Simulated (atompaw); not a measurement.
## Pseudopotential generation for promethium (Pm): PAW (atompaw), PBEsol, scalar-relativistic.

| Property | Result |
| --- | --- |
| Element | Pm (Z = 61) |
| Generator | atompaw 4.2.0.5 |
| Type | PAW |
| Functional | PBEsol |
| Relativity | scalar-relativistic |
| Frozen core | [Kr] 4d10 |
| Valence charge | 15 |
| Reference configuration | 4f5 5s2 5p6 5d0 6s2 6p0 |
| Partial waves | 5s (bound): rc 2.36 bohr; 6s (bound): rc 2.62 bohr; 5p (bound): rc 3.22 bohr; 6p (bound, empty): rc 3.22 bohr; 5d (bound, empty): rc 3.16 bohr; 5d channel at 4.5 Ry: rc 3.22 bohr; 4f (bound): rc 1.58 bohr; 4f channel at 3.1 Ry: rc 1.58 bohr |
| Local potential | ultrasoft scheme with l = 4 at 0 Ry, radius 2.24 bohr |
| Core correction | smooth core density matched at 2.62 bohr |
| Augmentation charge | sinc compensation charge, radius 2.74 bohr; PAW radius 3.22 bohr; waves and projectors: custom polynom vanderbiltortho |

All-electron outer shells of the reference configuration (PBEsol, scalar-relativistic, ld1.x):

| shell | level (eV) | outermost node (bohr) | outermost maximum (bohr) |
| --- | --- | --- | --- |
| 4p | -236.42 | 0.31 | 0.58 |
| 4d | -122.65 | 0.29 | 0.60 |
| 5s | -41.90 | 0.70 | 1.29 |
| 5p | -22.68 | 0.75 | 1.46 |
| 6s | -3.56 | 1.73 | 3.72 |
| 4f | -2.19 | – | 0.64 |
| 5d | -1.82 | 0.86 | 2.20 |
| 6p | -1.20 | 2.09 | 4.96 |

Calculated quality:

```
Cutoffs needed                                           : 70 Ry and 110 Ry (the cutoffs (Ry, on a coarse ladder) from which the occupation-weighted sum of valence levels, in a spherical-Bessel basis at the reference potential, stays within 10 and 1 mRy of its value at 400 Ry)
Ghost test                                               : no extra level below or beside the all-electron valence levels (s, p, d, f tested) (spherical-Bessel basis up to 400 Ry, 20 bohr box)
Lowest eigenvalue of the overlap operator                : 0.66 (s channel)
Overlap eigenvalues printed by atompaw (projector basis) : 0.0567, 0.488, 2.37, 2.39, 36.6, 48.2, 759, 1.6e+03
Share of each valence orbital outside the PAW sphere     : 5s 0 %, 6s 77 %, 5p 2 %, 6p 94 %, 5d 43 %, 4f 2 %
```

Generation and tests took about 68 s on one core of a shared server CPU.
